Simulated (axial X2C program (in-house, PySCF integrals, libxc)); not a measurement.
# A run on WO without results

A two-component calculation with an in-house all-electron X2C program for linear molecules (integrals from PySCF).

Input and command:
```json
{"zs": [74, 8], "q": 0, "bas": ["dyall-acv3z", "dyall-av3z"], "r0": 1.77, "eom": "ee", "thr": -2.0, "nmax": 88}
```
```bash
python soeom.py task.json out
```

Keys: zs atomic numbers; q charge; bas basis sets; r0 starting distance in Å; eom kind of EOM run; thr threshold in hartree for freezing inner shells (an s shell follows its p shell); nmax most natural virtual spinors.

Outcome:

The PBE0 distance search ended without bracketing a minimum (an unconverged step or the end of its range); this says nothing on whether the molecule is bound.
